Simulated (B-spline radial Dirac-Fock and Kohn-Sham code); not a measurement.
# Dipole and non-dipole photoemission parameters of Se²⁺ 3d3/2

System: Se²⁺, [Ar] 3d10 4s2 4p2; threshold 88.46 eV (orbital energy of the model). These are calculated numbers from a B-spline atomic structure program; the model is Dirac-Hartree-Slater photoionisation with a Latter tail; cross sections with all multipoles, angular parameters from the dipole term and its interference with E2.

For linearly polarised light dσ/dΩ = σ/(4π) [1 + β P₂(cos θ) + (δ + γ cos²θ) sin θ cos φ], with θ from the polarisation vector and φ the angle between the beam and the projection of the electron momentum on the plane normal to the polarisation.

```tsv
hν (eV)	σ (kb)	β	γ	δ
100	1870	0.170	-0.002	0.005
104	2090	0.101	-0.005	0.006
128	2660	0.197	-0.012	0.010
138	2670	0.284	-0.012	0.012
150	2630	0.383	-0.011	0.014
211	1980	0.743	0.002	0.019
384	637	1.113	0.065	0.030
400	578	1.128	0.072	0.031
471	388	1.177	0.106	0.035
499	?	?	?	?
583	222	1.213	0.159	0.040
723	121	1.224	0.226	0.046
930	57.4	1.206	0.320	0.056
972	50.1	1.200	0.338	0.058
986	48.0	1.198	0.344	0.058
1230	23.8	1.154	0.439	0.070
1253.6	22.4	1.149	0.448	0.071
1750	7.36	1.051	0.600	0.095
1830	6.31	1.036	0.621	0.099
2220	3.20	0.966	0.709	0.119
4000	0.363	0.741	0.953	0.207
4110	0.328	0.731	0.963	0.212
9251.7	0.0127	0.454	1.212	0.431
9310	0.0123	0.452	1.213	0.433
9480	0.0114	0.446	1.217	0.440
11000	0.00612	0.399	1.241	0.496
12000	0.00423	0.373	1.249	0.531
13400	0.00264	0.340	1.254	0.579
```

Task: Give the values at 499 eV.

Result: σ = 335 kb, β = 1.189, γ = 0.119, δ = 0.036.
